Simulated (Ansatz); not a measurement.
Calculated with Ansatz (gas phase, PBE0-D4/def2-TZVP geometries, no zero-point term in ΔE). CCSD(T)/CBS adds triple-zeta CCSD(T) − MP2 to the extrapolated MP2 energy (def2 sets, frozen cores). This one scheme is used for every species. DFT in def2-TZVPP. B3LYP here is the variant with VWN-RPA as its local correlation; programs differ in this. Each species was taken in one conformer, which may not be the lowest.

Consider the ligand exchange at the Si–C bond: `F[SiH2]C[SiH2]Cl` + `OCO` → `OCO[SiH2]F` + `C[SiH2]Cl`.

Problem. Is it downhill or uphill in electronic energy at CCSD(T)/CBS, and by how much? (Estimate.)

Solution. The calculation gave: Downhill: ΔE = -1.00 eV.

Problem. What do these levels give: PBE-D4, r2SCAN-D4, B3LYP-D4, ωB97X-V, ωB97M-V, r2SCAN, PBE0, CCSD/def2-TZVPP, CCSD(T)/def2-TZVPP, SCS-MP2/def2-QZVPP, HF/CBS(def2), CCSD/CBS(def2)? (An estimate is asked.)

Solution. Ansatz gave: PBE-D4 -0.90, r2SCAN-D4 -1.01, B3LYP-D4 -1.05, ωB97X-V -1.01, ωB97M-V -1.01, r2SCAN -1.02, PBE0 -0.94, CCSD/def2-TZVPP -1.03, CCSD(T)/def2-TZVPP -1.01, SCS-MP2/def2-QZVPP -1.05, HF/CBS(def2) -1.19, CCSD/CBS(def2) -1.02 eV.

Largest T1 diagnostic among the species: 0.012.

In def2-TZVPP, CCSD(T) changes the Hartree–Fock value by +0.17 eV (the triples alone add +0.02 eV) and MP2 by +0.16 eV.
